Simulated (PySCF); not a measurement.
Potential energy curve for HF (cation, charge +1), doublet.

- UKS-CAM-B3LYP = PySCF with unrestricted CAM-B3LYP/cc-pVTZ
- UCCSD(T) = CCSD(T) on UHF/cc-pVTZ, 1 core orbital frozen run with PySCF

Energies relative to the lowest point of each curve near equilibrium, in kJ/mol:

```tsv
R / Å	UKS-CAM-B3LYP
0.76	198.4
0.80	124.9
0.90	26.8
1.01	0.0
1.04	0.9
1.26	53.0
1.52	136.9
1.65	173.7
1.83	215.9
2.01	248.6
2.20	274.5
3.50	336.7
```

### Question
Predict the corresponding UCCSD(T) column.

### Answer
0.76: 188.3; 0.80: 116.4; 0.90: 22.3; 1.01: 0.0; 1.04: 2.1; 1.26: 62.6; 1.52: 155.3; 1.65: 195.9; 1.83: 242.6; 2.01: 278.1; 2.20: 305.1; 3.50: 354.8 (kJ/mol).
